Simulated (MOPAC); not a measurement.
MOPAC input (PM3):

```
PM3 PRECISE GNORM=0.05 LET XYZ GEO-OK AUX(PRECISION=9) THREADS=1
C3H6O2

C    -2.16335200 1    0.35232400 1   -0.16745100 1
C    -0.83891500 1   -0.25572900 1    0.22672200 1
O     0.20763300 1    0.52697500 1   -0.40079100 1
C     1.46238500 1    0.13431000 1   -0.16368500 1
O     1.79441200 1   -0.79772100 1    0.51464300 1
H    -2.29552200 1    0.33182300 1   -1.24973500 1
H    -2.97707000 1   -0.21379700 1    0.28890100 1
H    -2.23354800 1    1.38701300 1    0.16977300 1
H    -0.68235600 1   -0.23859600 1    1.30595300 1
H    -0.74407800 1   -1.28948900 1   -0.10777600 1
H     2.15550200 1    0.80358400 1   -0.69145000 1
```

Output:

```
 *******************************************************************************
 **                                                                           **
 **                              MOPAC v23.2.5                                **
 **                                                                           **
 *******************************************************************************
 ** MOPAC's Digital Object Identifier: https://doi.org/10.5281/zenodo.6511958 **
 **                                                                           **
 ** Please cite the open-source release paper for use of this MOPAC version:  **
 ** J. E. Moussa and J. J. P. Stewart (2026)                                  **
 ** MOPAC: An open-source semiempirical molecular orbital program             **
 ** J. Open Source Softw., 11(119), 8025, https://doi.org/10.21105/joss.08025 **
 *******************************************************************************

                              PM3 CALCULATION RESULTS

 *******************************************************************************
 *  PM3        - The PM3 Hamiltonian to be used
 *  GEO-OK     - OVERRIDE INTERATOMIC DISTANCE AND OTHER SAFETY CHECKS
 *  LET        - OVERRIDE SOME SAFETY CHECKS
 *  PRECISE    - TIGHTER CRITERIA TO BE USED
 *  XYZ        - CARTESIAN COORDINATE SYSTEM TO BE USED
 *  GNORM      - EXIT WHEN GRADIENT NORM DROPS BELOW 0.050
 *  AUX        - OUTPUT AUXILIARY INFORMATION
 *******************************************************************************
PM3 PRECISE GNORM=0.05 LET XYZ GEO-OK AUX(PRECISION=9) THREADS=1
 C3H6O2

   ATOM   CHEMICAL          X               Y               Z
  NUMBER   SYMBOL      (ANGSTROMS)     (ANGSTROMS)     (ANGSTROMS)

     1       C         -2.16335200  *   0.35232400  *  -0.16745100  *
     2       C         -0.83891500  *  -0.25572900  *   0.22672200  *
     3       O          0.20763300  *   0.52697500  *  -0.40079100  *
     4       C          1.46238500  *   0.13431000  *  -0.16368500  *
     5       O          1.79441200  *  -0.79772100  *   0.51464300  *
     6       H         -2.29552200  *   0.33182300  *  -1.24973500  *
     7       H         -2.97707000  *  -0.21379700  *   0.28890100  *
     8       H         -2.23354800  *   1.38701300  *   0.16977300  *
     9       H         -0.68235600  *  -0.23859600  *   1.30595300  *
    10       H         -0.74407800  *  -1.28948900  *  -0.10777600  *
    11       H          2.15550200  *   0.80358400  *  -0.69145000  *

          CARTESIAN COORDINATES

    NO.       ATOM           X           Y           Z

     1         C         -2.1634      0.3523     -0.1675
     2         C         -0.8389     -0.2557      0.2267
     3         O          0.2076      0.5270     -0.4008
     4         C          1.4624      0.1343     -0.1637
     5         O          1.7944     -0.7977      0.5146
     6         H         -2.2955      0.3318     -1.2497
     7         H         -2.9771     -0.2138      0.2889
     8         H         -2.2335      1.3870      0.1698
     9         H         -0.6824     -0.2386      1.3060
    10         H         -0.7441     -1.2895     -0.1078
    11         H          2.1555      0.8036     -0.6915

  H: (PM3): J. J. P. STEWART, J. COMP. CHEM. 10, 209 (1989).
  C: (PM3): J. J. P. STEWART, J. COMP. CHEM. 10, 209 (1989).
  O: (PM3): J. J. P. STEWART, J. COMP. CHEM. 10, 209 (1989).

           Empirical Formula: C3 H6 O2  =    11 atoms

      MOLECULAR POINT GROUP   :   Cs

      RHF CALCULATION, NO. OF DOUBLY OCCUPIED LEVELS = 15

          Geometry optimization using EF

          DIAGONAL MATRIX USED AS START HESSIAN

 CYCLE:     1  GRAD.:    65.284 HEAT: -90.42837
 CYCLE:     2  GRAD.:   501.732 HEAT: -50.65723
 CYCLE:     3  GRAD.:   210.609 HEAT: -84.26823
 CYCLE:     4  GRAD.:   368.848 HEAT: -69.22037
 CYCLE:     5  GRAD.:   226.169 HEAT: -77.33068
 CYCLE:     6  GRAD.:   287.020 HEAT: -78.58712
 CYCLE:     7  GRAD.:   153.953 HEAT: -80.96229
 CYCLE:     8  GRAD.:   171.371 HEAT: -82.99802
 CYCLE:     9  GRAD.:   112.000 HEAT: -87.21222
 CYCLE:    10  GRAD.:   206.847 HEAT: -79.64362
 CYCLE:    11  GRAD.:   151.936 HEAT: -81.27598
 CYCLE:    12  GRAD.:   174.199 HEAT: -82.34781
 CYCLE:    13  GRAD.:   127.709 HEAT: -85.92271
 CYCLE:    14  GRAD.:   138.446 HEAT: -85.62737
 CYCLE:    15  GRAD.:    49.571 HEAT: -90.67310
 CYCLE:    16  GRAD.:   186.763 HEAT: -81.89152
 CYCLE:    17  GRAD.:    11.663 HEAT: -91.90754
 CYCLE:    18  GRAD.:     6.676 HEAT: -91.94630
 CYCLE:    19  GRAD.:     3.159 HEAT: -91.97969
 CYCLE:    20  GRAD.:    14.254 HEAT: -91.92810
 CYCLE:    21  GRAD.:     1.878 HEAT: -91.98401
 CYCLE:    22  GRAD.:     1.676 HEAT: -91.98565
 CYCLE:    23  GRAD.:     1.370 HEAT: -91.98778
 CYCLE:    24  GRAD.:     4.937 HEAT: -91.98102
 CYCLE:    25  GRAD.:     0.598 HEAT: -91.99081
 CYCLE:    26  GRAD.:     0.356 HEAT: -91.99168
 CYCLE:    27  GRAD.:     0.151 HEAT: -91.99235
 CYCLE:    28  GRAD.:     0.061 HEAT: -91.99236
 CYCLE:    29  GRAD.:     0.025 HEAT: -91.99236

     GRADIENT =  0.02515 IS LESS THAN CUTOFF =  0.05000

 -------------------------------------------------------------------------------
 PM3 PRECISE GNORM=0.05 LET XYZ GEO-OK AUX(PRECISION=9) THREADS=1
 C3H6O2

     GEOMETRY OPTIMISED USING EIGENVECTOR FOLLOWING (EF).
     SCF FIELD WAS ACHIEVED

                              PM3 CALCULATION
                                                       MOPAC v23.2.5 Linux

          FINAL HEAT OF FORMATION =        -91.99236 KCAL/MOL =    -384.89604 KJ/MOL

          COSMO AREA              =        112.51 SQUARE ANGSTROMS
          COSMO VOLUME            =         95.87 CUBIC ANGSTROMS

          GRADIENT NORM           =          0.02515          =       0.00758 PER ATOM
          IONIZATION POTENTIAL    =         11.328255 EV
          HOMO LUMO ENERGIES (EV) =        -11.328  1.088
          NO. OF FILLED LEVELS    =         15
          MOLECULAR WEIGHT        =         74.0792         POINT GROUP:  Cs

          MOLECULAR DIMENSIONS (Angstroms)

            Atom       Atom       Distance
            H    11    H     7     5.33180
            O     5    H     6     3.11709
            H     8    H    10     2.37746

          SCF CALCULATIONS        =         30

   ATOM   CHEMICAL          X               Y               Z
  NUMBER   SYMBOL      (ANGSTROMS)     (ANGSTROMS)     (ANGSTROMS)

     1       C         -2.15343092  *   0.35737770  *  -0.17161109  *
     2       C         -0.83592350  *  -0.27085306  *   0.23780537  *
     3       O          0.19901989  *   0.50016352  *  -0.38054499  *
     4       C          1.49062396  *   0.15606912  *  -0.18109216  *
     5       O          1.78256603  *  -0.79167444  *   0.51073158  *
     6       H         -2.29529433  *   0.34737060  *  -1.26030474  *
     7       H         -2.98811704  *  -0.19648848  *   0.27653700  *
     8       H         -2.23333463  *   1.40160521  *   0.15800674  *
     9       H         -0.70076002  *  -0.25668652  *   1.33552231  *
    10       H         -0.76338774  *  -1.32226026  *  -0.09800299  *
    11       H          2.14327680  *   0.84937886  *  -0.72498166  *

                             CARTESIAN COORDINATES

   1    C       -2.153430921     0.357377705    -0.171611094
   2    C       -0.835923499    -0.270853057     0.237805367
   3    O        0.199019893     0.500163517    -0.380544992
   4    C        1.490623956     0.156069117    -0.181092158
   5    O        1.782566027    -0.791674436     0.510731577
   6    H       -2.295294331     0.347370604    -1.260304738
   7    H       -2.988117037    -0.196488475     0.276536995
   8    H       -2.233334634     1.401605207     0.158006745
   9    H       -0.700760021    -0.256686516     1.335522305
  10    H       -0.763387737    -1.322260259    -0.098002989
  11    H        2.143276803     0.849378859    -0.724981659

           Empirical Formula: C3 H6 O2  =    11 atoms

      MOLECULAR POINT GROUP   :   Cs

                  EIGENVALUES
 -40.09691 -36.20182 -32.19010 -24.10053 -21.97689 -18.50931 -17.54683 -17.10677
 -14.68787 -14.68131 -14.00056 -12.94318 -12.78946 -11.36549 -11.32826   1.08828
   1.92129   3.14831   3.62143   3.69279   3.84415   4.36775   4.46035   4.59121
   5.31771   7.03670

              NET ATOMIC CHARGES AND DIPOLE CONTRIBUTIONS

  ATOM NO.   TYPE          CHARGE      No. of ELECS.   s-Pop       p-Pop
    1          C          -0.123208        4.1232     1.13872     2.98449
    2          C           0.076667        3.9233     1.15482     2.76851
    3          O          -0.287100        6.2871     1.84011     4.44699
    4          C           0.377195        3.6228     1.18462     2.43819
    5          O          -0.383770        6.3838     1.86348     4.52029
    6          H           0.048667        0.9513     0.95133
    7          H           0.047372        0.9526     0.95263
    8          H           0.048667        0.9513     0.95133
    9          H           0.046332        0.9537     0.95367
   10          H           0.046329        0.9537     0.95367
   11          H           0.102849        0.8972     0.89715
 DIPOLE           X         Y         Z       TOTAL
 POINT-CHG.    -0.899     1.173    -0.833     1.697
 HYBRID        -0.027     0.006    -0.003     0.028
 SUM           -0.926     1.179    -0.836     1.717

          ATOMIC ORBITAL ELECTRON POPULATIONS

     Atom    s        px        py        pz
    1  C   1.13872   0.95813   1.00941   1.01694
    2  C   1.15482   0.85738   0.94404   0.96709
    3  O   1.84011   1.17965   1.57249   1.69485
    4  C   1.18462   0.82082   0.83204   0.78533
    5  O   1.86348   1.84942   1.30766   1.36321
    6  H   0.95133
    7  H   0.95263
    8  H   0.95133
    9  H   0.95367
   10  H   0.95367
   11  H   0.89715

 **********************
 *                    *
 * JOB ENDED NORMALLY *
 *                    *
 **********************

 == MOPAC DONE ==
```

The geometry given is a B3LYP-D3(BJ)/def2-TZVP minimum.
